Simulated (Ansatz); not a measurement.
A nudged elastic band was laid between two geometries of GaH4NO (7 atoms, charge 0, multiplicity 1).

Computed with RKS PBE/def2-SVP (Ansatz 0.2.0).

| Property | Result |
| --- | --- |
| movable images | 7 |
| climbing image | yes |
| spring | 5.0 eV/Å² |
| optimiser | quadratic models (default) |
| start path | through a guess of the saddle point |
| force threshold | 0.03 eV/Å |
| iteration limit | 60 |
| end points | relaxed |

First end point:

```xyz
7
Properties=species:S:1:pos:R:3
Ga 0.383 0.101 -0.062
O 0.627 -0.310 1.682
H -0.199 -0.565 2.130
H 1.641 0.513 -0.885
N -1.304 -0.017 -0.751
H -2.141 -0.243 -0.212
H -1.534 0.239 -1.713
```

Last end point:

```xyz
7
Properties=species:S:1:pos:R:3
Ga -0.043 -1.259 -0.658
O 0.761 0.455 0.949
H 0.708 -0.068 1.775
H 1.714 0.422 0.734
N -1.582 -0.182 -0.820
H -2.394 -0.388 -1.411
H -1.692 0.739 -0.381
```

Question: What changes between the two ends?

Answer: Bonds broken: Ga1–O2, Ga1–H4. Bonds formed: O2–H4. GaH4NO becomes GaH2N + H2O.

Question: What energy profile does the band end with?

Answer: The forces met the threshold. The highest image is number 3 of 0 to 8, 198.1 kJ/mol above the first end and 142.4 kJ/mol above the last; the last end lies 55.6 kJ/mol above the first. The profile has 2 maxima (images 3, 6) with wells between them (image 4): this band takes more than one step, which may be the mechanism or a detour left from its start path. Neighbouring images differ by up to 1.4 eV, so the band resolves the path poorly. A vibrational analysis at the climbing image gives one clearly imaginary mode, 1117i cm⁻¹: a first-order saddle point. The orbitals stay closed-shell, which can raise the energy where a bond breaks towards radicals; this wasn't checked here.

```csv
image,path coordinate (Å),energy (kJ/mol),Ga1–O2 (Å),Ga1–H4 (Å),O2–H4 (Å)
0,0.00,0.0,1.81,1.56,2.88
1,0.84,12.3,1.82,1.57,2.96
2,1.68,58.5,1.82,1.54,2.46
3,2.53,198.1,2.01,1.62,1.53
4,3.56,58.2,2.43,2.53,0.98
5,4.58,63.7,2.61,2.69,0.98
6,5.61,77.2,2.92,2.78,0.98
7,6.64,67.6,2.71,2.84,0.98
8,7.67,55.6,2.48,2.80,0.98
```

Question: What is the geometry of the highest image?

Answer: 
```xyz
7
Properties=species:S:1:pos:R:3
Ga 0.264 0.319 -0.487
O 0.604 0.066 1.475
H 0.507 -0.857 1.798
H 1.642 0.167 0.358
N -1.476 -0.089 -0.922
H -2.195 -0.022 -0.193
H -1.871 0.134 -1.840
```

The band took 34 iterations and about 6 core-minutes.

Run time: 6.4 min on 1 thread of Arm Neoverse V2, on a shared host, peak memory 0.12 GiB.
